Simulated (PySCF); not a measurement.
Computed IR spectrum (relative IR intensity) of a molecule C₃H₄F₂O. Coordinates come from a PBE-D3(BJ)/def2-SVP optimisation. The values are those of a single conformer. Level of theory: PBE-D3(BJ)/def2-SVP in PySCF. Harmonic, unscaled wavenumbers; measured fundamentals usually lie a few per cent lower.

| ν (cm⁻¹) | relative intensity |
|---|---|
| 202 | 8.3 |
| 222 | 19 |
| 258 | 23 |
| 377 | 3.4 |
| 468 | 6.5 |
| 599 | 3.9 |
| 700 | 9.8 |
| 813 | 9.9 |
| 857 | 6.7 |
| 944 | 20 |
| 953 | 8.3 |
| 1015 | 38 |
| 1051 | 54 |
| 1162 | 42 |
| 1238 | 100 |
| 1262 | 24 |
| 1316 | 21 |
| 1340 | 16 |
| 1471 | 68 |
| 3083 | 5.3 |
| 3663 | 27 |

**Question.** Which molecule gave these data?
(A) CC(F)(F)C=O
(B) CC(=O)C(F)F
(C) O[C@H]1CC1(F)F
(D) CO/C(F)=C/F

**Answer.** C, O[C@H]1CC1(F)F
